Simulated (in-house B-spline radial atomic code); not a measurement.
Ionising the xenon ion Xe⁴⁺ with different functionals

Computed with a B-spline radial code for spherical atoms: non-relativistic Hamiltonian, point nucleus, spin-polarised at highest spin, spherical fractional occupations for the functionals, the average over the highest-spin determinants for Hartree-Fock. The ionisation energy is the difference of two self-consistent energies, [Kr] 4d10 5s2 5p2 → [Kr] 4d10 5s2 5p1, without Breit or QED terms; ε is the level of the shell that loses the electron (its least bound occupied spin orbital). There is no spin-orbit coupling in this Hamiltonian.

Hybrids are left out here: with spherical fractional occupations of an open shell their exact exchange keeps a self-interaction that integer-occupation calculations don't have.

```
           method          rung  ΔSCF (eV)  -ε(5p) (eV)
     Hartree-Fock  Hartree-Fock      53.10        53.36
         LDA VWN5           LDA      54.10        48.60
         LDA PW92           LDA      54.09        48.59
LDA exchange-only           LDA      52.88        47.44
              PBE           GGA          ?            ?
           PBEsol           GGA      53.92        48.49
             BLYP           GGA          ?            ?
             RPBE           GGA      53.78        48.39
             PW91           GGA      53.94        48.51
             BP86           GGA      54.00        48.54
             AM05           GGA      53.90        48.46
             OLYP           GGA      53.85        48.46
             TPSS      meta-GGA      53.86        48.50
             SCAN      meta-GGA      54.12        48.81
           r2SCAN      meta-GGA      54.10        48.81
            M06-L      meta-GGA      53.43        48.02
          revTPSS      meta-GGA      53.87        48.54
```

Problem. What does PBE give?

Solution. ΔSCF 53.84 eV, and -ε(5p) = 48.43 eV.

Problem. What does BLYP give?

Solution. ΔSCF 53.70 eV, and -ε(5p) = 48.20 eV.

Problem. How do they compare with the NIST value?

Solution. NIST lists 54.1 eV ± 0.5 (semi-empirical, ground level to ground level). Errors run from -1.22 to +0.02 eV; LDA VWN5 is closest (-0.00 eV), though others lie within the uncertainty of it, and part of that can be cancellation, since the calculations leave out relativity, Breit-QED terms, multiplet and fine-structure energies. Hartree-Fock also lacks correlation.
